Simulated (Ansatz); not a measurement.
Kohn–Sham single points on CH₇AlBGaSi (`[BH2][Ga]1[CH2][SiH2][AlH]1`).

```yaml
crystal:
  periodic: [false, false, false]
  atoms:
    - {symbol: B, position_ang: [-2.833990, 0.858438, 0.036930]}
    - {symbol: Ga, position_ang: [-0.829126, 0.507242, 0.239569]}
    - {symbol: C, position_ang: [0.251567, -1.165214, 0.548411]}
    - {symbol: Si, position_ang: [1.794565, -0.811210, -0.485926]}
    - {symbol: Al, position_ang: [1.473724, 1.596334, -0.120428]}
    - {symbol: H, position_ang: [-3.511513, 1.211797, 0.959992]}
    - {symbol: H, position_ang: [-3.366163, 0.829832, -1.036836]}
    - {symbol: H, position_ang: [0.528167, -1.126185, 1.611921]}
    - {symbol: H, position_ang: [-0.261645, -2.111644, 0.367732]}
    - {symbol: H, position_ang: [2.977823, -1.675995, -0.194548]}
    - {symbol: H, position_ang: [1.441984, -1.044849, -1.925462]}
    - {symbol: H, position_ang: [2.334617, 2.931456, -0.001355]}
basis:
  gaussian: {orbitals: def2-TZVPP}
hamiltonian: {xc: r2scan, dispersion: d4}
output: {forces: true, orbitals: {seedname: orbitals}}
```

```sh
$ ansatz run in.yaml --threads 4 --pin off --events-out ev --progress --plain
```

Shortened log:

```
Functional definition: r2SCAN
1687 factors; their error is unknown
mean field evaluation 1: about -68663.4977 eV, gradient 7.2e1 eV
mean field evaluation 2: about -68602.4061 eV, gradient 1.3e2 eV
mean field evaluation 4: about -68675.8053 eV, gradient 1.7e1 eV
mean field evaluation 8: about -68676.2151 eV, gradient 1.5e-1 eV
mean field evaluation 16: about -68676.1715 eV, gradient 6.9e-4 eV
mean field -68676.17148665 eV, -2523.8027517535 hartree, gradient 5.6e-5 eV, S^2 0.000000; 0 other end points of the search recorded, 0 dependent functions left out
reference -68676.17150452 eV, -2523.8027524103 hartree; 38, 38 occupied and 254, 254 virtual orbitals, 1687 factors
Total energy: -68676.24483714 eV, -2523.8054473342 hartree
Atom 0 at    -2.833990     0.858438     0.036930 Å, force     0.122105    -0.055059     0.001637 eV/Å
Atom 1 at    -0.829126     0.507242     0.239569 Å, force    -0.175694     0.043425    -0.013393 eV/Å
Atom 2 at     0.251567    -1.165214     0.548411 Å, force     0.021793    -0.014566     0.024856 eV/Å
Atom 3 at     1.794565    -0.811210    -0.485926 Å, force     0.018828     0.026802    -0.033092 eV/Å
Atom 4 at     1.473724     1.596334    -0.120428 Å, force     0.015721     0.012791    -0.006630 eV/Å
Atom 5 at    -3.511513     1.211797     0.959992 Å, force     0.028880     0.002051    -0.022016 eV/Å
Atom 6 at    -3.366163     0.829832    -1.036836 Å, force     0.019195     0.013590     0.026133 eV/Å
Atom 7 at     0.528167    -1.126185     1.611921 Å, force    -0.017714    -0.004498    -0.005156 eV/Å
Atom 8 at    -0.261645    -2.111644     0.367732 Å, force    -0.015846     0.007456     0.018315 eV/Å
Atom 9 at     2.977823    -1.675995    -0.194548 Å, force    -0.005759    -0.012127    -0.016189 eV/Å
Atom 10 at     1.441984    -1.044849    -1.925462 Å, force     0.008567    -0.003098     0.017228 eV/Å
Atom 11 at     2.334617     2.931456    -0.001355 Å, force    -0.020077    -0.016768     0.008308 eV/Å
Dipole moment:    -0.008160     0.047460     0.134276 e Å
```

It took 8.5 s on 4 threads of a server CPU on a shared host, with 0.51 GiB of host memory at the peak.

With the line `hamiltonian: {xc: {name: B3LYP}, dispersion: d4}` (abridged; 9.5 s):

```
Functional definition: B3LYP
mean field evaluation 16: about -68681.9536 eV, gradient 5.6e-3 eV
mean field -68681.95358299 eV, -2524.0152398746 hartree, gradient 1.3e-5 eV, S^2 0.000000
Total energy: -68682.46519345 eV, -2524.0340412122 hartree
Atom 0 force    -0.185744     0.024838    -0.022527 eV/Å
Atom 1 force    -0.159511     0.151476     0.014050 eV/Å
Atom 2 force     0.050527    -0.200881     0.107290 eV/Å
Atom 3 force     0.169505    -0.106854    -0.129611 eV/Å
Atom 4 force     0.088194     0.136745     0.001547 eV/Å
Atom 5 force     0.073558    -0.031511    -0.094942 eV/Å
Atom 6 force     0.057402     0.007099     0.110900 eV/Å
Atom 7 force    -0.032776    -0.022700    -0.058766 eV/Å
Atom 8 force     0.023420     0.065828     0.016292 eV/Å
Atom 9 force    -0.066159     0.043881    -0.015212 eV/Å
Atom 10 force     0.023424     0.000972     0.078092 eV/Å
Atom 11 force    -0.041842    -0.068893    -0.007113 eV/Å
Dipole moment:    -0.036385     0.071833     0.133885 e Å
```

The same input with `hamiltonian: {xc: pbe, dispersion: d4}` (abridged; 4.2 s):

```
Functional definition: PBE
mean field evaluation 16: about -68660.5278 eV, gradient 1.7e-3 eV
mean field -68660.52784341 eV, -2523.2278584680 hartree, gradient 2.4e-5 eV, S^2 0.000000
Total energy: -68660.84060367 eV, -2523.2393521957 hartree
Atom 0 force     0.203190    -0.069368     0.007749 eV/Å
Atom 1 force    -0.365210     0.100387    -0.008393 eV/Å
Atom 2 force     0.085418    -0.004141     0.010520 eV/Å
Atom 3 force     0.070328     0.089411    -0.011584 eV/Å
Atom 4 force     0.019737    -0.012866    -0.031707 eV/Å
Atom 5 force    -0.050421     0.053214     0.116700 eV/Å
Atom 6 force    -0.038636     0.007882    -0.130571 eV/Å
Atom 7 force     0.034997     0.006909     0.185677 eV/Å
Atom 8 force    -0.131702    -0.160918    -0.036128 eV/Å
Atom 9 force     0.131062    -0.104273     0.015981 eV/Å
Atom 10 force    -0.024964    -0.017444    -0.138360 eV/Å
Atom 11 force     0.066202     0.111207     0.020117 eV/Å
Dipole moment:     0.028014     0.033786     0.134506 e Å
```

With the line `hamiltonian: {xc: {name: wB97X-V}}` and no forces (abridged; 15 s):

```
Functional definition: wB97X-V
mean field evaluation 16: about -68671.4997 eV, gradient 3.6e-4 eV
mean field -68671.49969129 eV, -2523.6310664407 hartree, gradient 4.1e-5 eV, S^2 0.000000
Total energy: -68671.49968841 eV, -2523.6310663347 hartree
```

Changing it to `hamiltonian: {xc: {name: BHLYP}, dispersion: d4}` and no forces (abridged; 6.5 s):

```
Functional definition: BHLYP
mean field evaluation 16: about -68677.3039 eV, gradient 1.2e-4 eV
mean field -68677.30390823 eV, -2523.8443674789 hartree, gradient 3.8e-5 eV, S^2 0.000000
Total energy: -68677.77535208 eV, -2523.8616927209 hartree
```

Changing it to `hamiltonian: {xc: lda}` and no forces (abridged; 2.2 s):

```
Functional definition: SPW92
mean field evaluation 16: about -68517.6372 eV, gradient 2.2e-3 eV
mean field -68517.63720893 eV, -2517.9767245056 hartree, gradient 5.1e-5 eV, S^2 0.000000
Total energy: -68517.63726332 eV, -2517.9767265045 hartree
```

B3LYP takes the VWN-RPA correlation (the form of Gaussian; ORCA's B3LYP/G).
